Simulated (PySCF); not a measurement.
GeI$_{2}$ (SMILES [I][Ge][I]), singlet, geometry from GFN2-xTB (core potentials on I); M06L/def2-SVP (PySCF).

Input for PySCF:
```python
from pyscf import gto, scf, dft

mol = gto.M(
    atom='''
Ge    0.00153259   -0.00969248    1.22657057
I     1.01567043   -1.73555606   -0.38529276
I    -1.01659577    1.74140812   -0.35527815
''',
    basis='def2-svp',
    ecp={'I': 'def2-svp'},
    verbose=4,
)

mf = dft.RKS(mol)
mf.xc = 'm06l'
mf.kernel()
```

Task: Write the output that PySCF gives for this input, abridged.

Result: 
```
PySCF version 2.14.0

[INPUT] verbose = 4
[INPUT] num. atoms = 3
[INPUT] num. electrons = 82
[INPUT] charge = 0
[INPUT] spin (= nelec alpha-beta = 2S) = 0
[INPUT] symmetry False subgroup None
[INPUT] Mole.unit = angstrom
[INPUT] Symbol           X                Y                Z      unit          X                Y                Z       unit  Magmom
[INPUT]  1 Ge     0.001532590000  -0.009692480000   1.226570570000 AA    0.002896175361  -0.018316132668   2.317882449752 Bohr   0.0
[INPUT]  2 I      1.015670430000  -1.735556060000  -0.385292760000 AA    1.919338945519  -3.279725627229  -0.728097794178 Bohr   0.0
[INPUT]  3 I     -1.016595770000   1.741408120000  -0.355278150000 AA   -1.921087584691   3.290784417894  -0.671378401542 Bohr   0.0

nuclear repulsion = 411.562320632253
number of shells = 32
number of NR pGTOs = 196
number of NR cGTOs = 84
basis = def2-svp
ecp = {'I': 'def2-svp'}

******** <class 'pyscf.dft.rks.RKS'> ********
method = RKS
initial guess = minao
damping factor = 0
level_shift factor = 0
DIIS = <class 'pyscf.scf.diis.CDIIS'>
diis_start_cycle = 1
diis_space = 8
diis_damp = 0
SCF conv_tol = 1e-09
SCF conv_tol_grad = None
SCF max_cycles = 50
direct_scf = True
direct_scf_tol = 1e-13
XC library pyscf.dft.libxc version 7.1.2
    S. Lehtola, C. Steigemann, M. J. T. Oliveira, and M. A. L. Marques,  SoftwareX 7, 1–5 (2018)
XC functionals = m06l
    Y. Zhao and D. G. Truhlar,  J. Chem. Phys. 125, 194101 (2006)
    Y. Zhao and D. G. Truhlar,  J. Chem. Phys. 125, 194101 (2006)
    Y. Zhao and D. G. Truhlar,  Theor. Chem. Acc. 120, 215 (2008)
radial grids:
    Treutler-Ahlrichs [JCP 102, 346 (1995); DOI:10.1063/1.469408] (M4) radial grids

becke partition: Becke, JCP 88, 2547 (1988); DOI:10.1063/1.454033
pruning grids: <function nwchem_prune>
grids dens level: 3
symmetrized grids: False
atomic radii adjust function: <function treutler_atomic_radii_adjust>
small_rho_cutoff = 0
Set gradient conv threshold to 3.16228e-05
Initial guess from minao.
tot grids = 64560
init E= -2609.5023949876
  HOMO = -1.07328621561289  LUMO = -0.832083721569548  gap/eV = 6.56345
cycle= 1 E= -2669.08032535372  delta_E= -59.6  |g|= 3.84  |ddm|=   12
  HOMO = 0.083078809558795  LUMO = 0.0916494969255478  gap/eV = 0.23322
cycle= 2 E= -2662.25845395696  delta_E= 6.82  |g|= 5.35  |ddm|= 17.3
  HOMO = -0.0465089281027531  LUMO = 0.0862816523794609  gap/eV = 3.61342
cycle= 3 E= -2671.59928373047  delta_E= -9.34  |g|= 1.42  |ddm|= 15.3
  HOMO = -0.217487208561341  LUMO = -0.194177338610851  gap/eV = 0.63429
cycle= 4 E= -2671.50608500424  delta_E= 0.0932  |g|= 1.65  |ddm|= 5.69
  HOMO = -0.214455559403453  LUMO = -0.141842250818655  gap/eV = 1.97591
cycle= 5 E= -2672.4715619271  delta_E= -0.965  |g|= 0.279  |ddm|= 1.84
  HOMO = -0.233399528906922  LUMO = -0.14993337807266  gap/eV = 2.27123
cycle= 6 E= -2672.49242429329  delta_E= -0.0209  |g|= 0.161  |ddm|= 0.539
  HOMO = -0.229668844438062  LUMO = -0.139765565645938  gap/eV = 2.44639
cycle= 7 E= -2672.50227433924  delta_E= -0.00985  |g|= 0.0239  |ddm|= 0.233
  HOMO = -0.230123209050604  LUMO = -0.138316398341843  gap/eV = 2.49819
cycle= 8 E= -2672.50249979462  delta_E= -0.000225  |g|= 0.00459  |ddm|= 0.0442
  HOMO = -0.230101734918075  LUMO = -0.138230584430737  gap/eV = 2.49994
cycle= 9 E= -2672.50250482829  delta_E= -5.03e-06  |g|= 0.00268  |ddm|= 0.0122
  HOMO = -0.230099745637959  LUMO = -0.13835137402495  gap/eV = 2.49660
cycle= 10 E= -2672.50250798635  delta_E= -3.16e-06  |g|= 0.001  |ddm|= 0.0064
  HOMO = -0.230130230677053  LUMO = -0.138405722203508  gap/eV = 2.49595
cycle= 11 E= -2672.50250836743  delta_E= -3.81e-07  |g|= 0.000425  |ddm|= 0.00295
  HOMO = -0.23014043335139  LUMO = -0.13839345784595  gap/eV = 2.49656
cycle= 12 E= -2672.50250845152  delta_E= -8.41e-08  |g|= 6.84e-05  |ddm|= 0.00086
  HOMO = -0.230136371763858  LUMO = -0.138389008206595  gap/eV = 2.49657
cycle= 13 E= -2672.50250845253  delta_E= -1.01e-09  |g|= 1.17e-05  |ddm|= 0.000118
  HOMO = -0.230135784779487  LUMO = -0.138388178888938  gap/eV = 2.49658
cycle= 14 E= -2672.50250845258  delta_E= -4.59e-11  |g|= 5e-06  |ddm|= 2.32e-05
  HOMO = -0.230136432930251  LUMO = -0.138389392291543  gap/eV = 2.49656
Extra cycle  E= -2672.50250845255  delta_E= 3.41e-11  |g|= 8.77e-06  |ddm|= 2.28e-05
converged SCF energy = -2672.50250845255
```
